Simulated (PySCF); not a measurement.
Species: C6H15N (charge +1 and doublet state).
Cartesian coordinates in Å at the GFN2-xTB level; atoms count from 1:
```xyz
22
C6H15N angstrom
C     -3.3069    0.0713   -0.2314
C     -1.8931   -0.3852   -0.5042
C     -0.8748    0.7694   -0.1731
N      0.4413    0.3865   -0.4430
C      1.3741   -0.0901    0.5070
C      2.5051    0.9583    0.6550
C      1.9829   -1.4195    0.0527
H     -3.9804   -0.7617   -0.4385
H     -3.5980    0.8981   -0.8738
H     -3.4457    0.3605    0.8072
H     -1.7728   -0.6627   -1.5516
H     -1.6376   -1.2391    0.1243
H     -1.1588    1.6148   -0.8072
H     -0.9847    1.0268    0.8823
H      0.7250    0.3282   -1.4152
H      0.8714   -0.1983    1.4732
H      3.0203    1.1009   -0.2908
H      3.2170    0.5982    1.3916
H      2.0954    1.9082    0.9872
H      2.5270   -1.3095   -0.8822
H      2.6781   -1.7686    0.8107
H      1.2049   -2.1672   -0.0810
```

The hyperfine couplings belong to this conformer and change with its torsions.

As a line formula: `CCC[NH+]C(C)C` [radical] (charge +1).

Level of theory: UKS B3LYP, pcH-1 on C H N, non-relativistic, mean-field spin-orbit, GIAO in PySCF 2.14.0. One conformer (not necessarily the lowest) at the GFN2-xTB geometry, without solvent, vibrations or thermal averaging. A GFN2-xTB geometry isn't a minimum of the functional, and hyperfine couplings can be far from their values at a DFT geometry, by a factor of two or more for some ions and for spin on atoms past the first row. The SCF solution wasn't tested for stability.

(1) The isotropic 13C couplings, averaged over equivalent nuclei, are +47.8, +39.9, -31.2, -26.1 MHz. Assign them to C2; C3; C5; C6/C7.

## Answers

(1) 
```csv
site,a_iso (MHz),ρ(0) (bohr⁻³),position,distance from N4 (Å),spin population,largest |T| (MHz)
C2,+47.8,+0.0426,2 bonds from N4,2.46,+0.11,26.7
C3,-31.2,-0.0278,1 bond from N4,1.40,-0.02,10.9
C5,-26.1,-0.0232,1 bond from N4,1.41,-0.03,8.7
C6/C7,+39.9,+0.0355,2 bonds from N4,2.42,+0.06,15.2
```

ρ(0) is the spin density at the nucleus and T the dipolar tensor; entries for several nuclei are means. Largest spin populations (Mulliken): N4 (+0.76), C2 (+0.11) and C6 (+0.08). N4 is the only atom above +0.15. The angles at N4 add up to 359.5°, so it is planar; its axial dipolar tensor and the negative coupling of its proton fit spin in a p orbital normal to that plane.

β density exceeds α density at some nuclei, such as C3 (-0.0278), C5 (-0.0232) and H15 (-0.0124), spin density in bohr⁻³. In a single determinant that takes different orbitals for the two spins, that is spin polarisation.

Means are taken over nuclei equivalent by connectivity, which assumes that they swap fast. The six 1H nuclei of mean +4.8 MHz run from -6.3 to 29.6 MHz in the frozen geometry. The three 1H nuclei of mean +9.0 MHz run from -0.9 to 28.5 MHz in the frozen geometry. The 1H value of +55.4 MHz is a mean of couplings from 20.1 to 90.7 MHz in this one geometry, not an average over conformers. The 13C value of +39.9 MHz is a mean of couplings from 28.0 to 51.8 MHz in this one geometry, not an average over conformers.

On Arm Neoverse N1, one thread, no GPU, on a shared host, this took 2.4 min of wall time.
